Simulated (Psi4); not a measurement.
C4H5 (SMILES C1[C@]2C[C@H]12), doublet, geometry from GFN2-xTB. Base run: HF/6-31G run with Psi4.

Input for Psi4:
```
memory 2 GB

molecule {
0 2
C     0.03643608    1.13523166    0.30091216
C     0.06332066   -1.14075396    0.27440395
C     0.78434756    0.01305905   -0.32576129
C    -0.65722656   -0.00261496   -0.44203833
H    -0.05911017    1.19718400    1.38170604
H     0.07077611    2.09485536   -0.19578110
H    -0.03043843   -1.23009773    1.35343571
H     0.12017894   -2.08747192   -0.24449230
H    -1.46267287   -0.00400040   -1.13996730
}

set {
  basis 6-31g
  reference uhf
}

energy('scf')
print_variables()
```

Each row names what was changed in the base input (with any setting that the change needs).

```csv
change,ΔE vs base (µEh),SCF cycles,basis functions
base,0.0,12,46
e_convergence = 1e-10,0.0,15,46
guess = sadno,0.0,13,46
guess = core,0.0,15,46
scf_type = direct,-148,15,46
e_convergence = 1e-8,0.0,13,46
level_shift = 1.0,0.0,12,46
cholesky_tolerance = 1e-6 (with scf_type cd),-140,12,46
guess = huckel,0.0,13,46
guess = sapgau,0.0,12,46
diis_max_vecs = 15,0.0,12,46
d_convergence = 1e-4,0.4,10,46
guess = gwh,0.0,15,46
```

Open shells are given as the SCF converged; they aren't shown to be the lowest states, and a large step between rows can be another state.
